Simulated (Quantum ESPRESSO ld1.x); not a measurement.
Question: These are the eigenvalues of the occupied orbitals of an atom or ion with whole-number occupations (eV). Method: scalar-relativistic Kohn-Sham, LDA (Slater exchange, VWN5 correlation), spin-polarised, spherical densities, point nucleus; computed with ld1.x of Quantum ESPRESSO 7.5.

| orbital | eigenvalue |
|---|---|
| 1s up | -96289.2 |
| 1s down | -96279.8 |
| 2s up | -21753.5 |
| 2s down | -21745.8 |
| 2p up | -19432.4 |
| 2p down | -19422.8 |
| 3s up | -8669.81 |
| 3s down | -8647.27 |
| 3p up | -7993.92 |
| 3p down | -7971.36 |

Which element is it, and in what charge state? The configuration may be excited. Open shells, if any, are filled with parallel spins first.

Answer: Z = 83, bismuth, charge +67: Bi67+ in [Ne] 3s2 3p4. The list shows which subshells hold electrons but not how many an open one holds; the 1s level, -3538.6 hartree, gives Z - s = 84.1 by -(Z - s)^2/2, which with screening and relativity narrows Z to a few neighbours, and the depths of the outer levels then fix element, charge and occupations together.
